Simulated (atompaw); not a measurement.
Before and after: PAW (atompaw) potential for Te

atompaw 4.2.0.5 input, output lines left out:

```
Te 52
LDA-PW scalarrelativistic loggrid 1500 logderivrange -3 5 201
5 5 4 0 0 0
5 1 4
0 0 0
c
c
c
c
v
c
c
c
v
c
c
1
2.60 1.95 2.30 1.70
y
0.05
n
y
1.55
n
bloechl besselshape
bessel
```

Change: all radii scaled by about 0.89 (s 1.30, p 2.32 bohr); local potential bessel scheme, radius 2.04 bohr; augmentation besselshape compensation charge, radius 1.74 bohr; PAW radius 2.32 bohr; waves and projectors: bloechl; core correction smooth core density matched at 1.52 bohr.

Cutoffs: the cutoffs (Ry, on a coarse ladder) from which the occupation-weighted sum of valence levels, in a spherical-Bessel basis at the reference potential, stays within 10 and 1 mRy of its value at 400 Ry; they do not see the model core or the augmentation charge, which bear on the density cutoff.

Question: What does the change do?

Answer: The potential gets harder (6 Ry and 12 Ry → 10 Ry and 15 Ry); the s channel binds one level more than in the base; neither file shows a bound ghost. A smaller radius makes the pseudo-wave follow the all-electron one further in, where it bends more sharply, so more plane waves are needed.

```csv
quantity,base,changed
"cutoff, loose",6 Ry,10 Ry
"cutoff, tight",12 Ry,15 Ry
bound ghosts,none,none
lowest overlap eigenvalue by channel,"s 0.35, p 0.55","s 0.01, p 0.03"
```

 The cutoffs see the waves, projectors and local potential, not the compensation charge or the core.
